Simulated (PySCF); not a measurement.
**Dipole polarisabilities along the 5d series, charge +1**

Calculated with PySCF 2.14 for the ground configurations, without spin-orbit coupling: coupled response for Hartree-Fock and DFT. Mean α in bohr³, C₆ of like pairs in atomic units.

```
                                                     species  α UHF  α PBE  α PBE0  C₆ UHF  C₆ PBE  C₆ PBE0
 Ta⁺ [Xe] 4f14 5d3 6s1 (aug-cc-pwCVTZ-PP with ECP60MDF, ECP)  52.87  41.08   42.87   476.8   353.6    371.2
  W⁺ [Xe] 4f14 5d4 6s1 (aug-cc-pwCVTZ-PP with ECP60MDF, ECP)  44.26  34.99   36.37   389.4   299.4    311.8
 Re⁺ [Xe] 4f14 5d5 6s1 (aug-cc-pwCVTZ-PP with ECP60MDF, ECP)  37.72  30.12   31.25   322.3   253.9    263.1
 Os⁺ [Xe] 4f14 5d6 6s1 (aug-cc-pwCVTZ-PP with ECP60MDF, ECP)  33.74  27.23   28.12   278.6   226.7    233.1
 Ir⁺ [Xe] 4f14 5d7 6s1 (aug-cc-pwCVTZ-PP with ECP60MDF, ECP)  30.50  24.58   25.37   243.2   200.8    205.7
     Pt⁺ [Xe] 4f14 5d9 (aug-cc-pwCVTZ-PP with ECP60MDF, ECP)  14.66  16.96   16.02   108.2   128.7    120.5
    Au⁺ [Xe] 4f14 5d10 (aug-cc-pwCVTZ-PP with ECP60MDF, ECP)  12.18  14.12   13.44   88.98   105.5    99.88
Hg⁺ [Xe] 4f14 5d10 6s1 (aug-cc-pwCVTZ-PP with ECP60MDF, ECP)  23.87  18.87   19.52   170.5   142.3    145.2
```

The values depend on the diffuse functions of the basis.
